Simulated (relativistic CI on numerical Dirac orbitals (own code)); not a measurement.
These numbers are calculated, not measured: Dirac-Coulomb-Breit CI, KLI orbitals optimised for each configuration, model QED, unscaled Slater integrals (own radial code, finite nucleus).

The strongest absorption lines from the ground level of an ion, among the configurations computed and to levels below about 10300 eV (vacuum wavelength in nm, gf): 0.14192 (0.56), 0.14203 (0.84), 0.14211 (2.1), 0.14238 (0.99), 0.14242 (0.72), 0.14393 (0.94), 0.15805 (4.2), 0.15835 (1.4).

Problem. Which ion is it?
A. Eu LVI
B. Er LXI
C. Ce LI
D. Pt LXXI

Solution. B. Er LXI has 8 electrons and the ground level 2s2.2p4 3P_2; the strongest line goes to 2s2.2p3.3d 3D°_3. The pattern of lines fixes the number of electrons, and along that sequence the line energies rise steadily with the charge (about as its square where n changes within one kind of shell, about linearly where n is kept but much faster in heavy ions where fine structure, which grows about as Z⁴, sets the gap, and irregularly where shells cross), which fixes Z. Configurations outside the model, such as inner-shell arrays, can give stronger lines. At this charge energies of transitions that change n are usually good to better than 1 %, and those within a shell (Δn = 0) to a few per cent.

LS names give the leading component of a level, which can be under half, so a name can repeat, a term be missing and a line seem to break the LS rules.
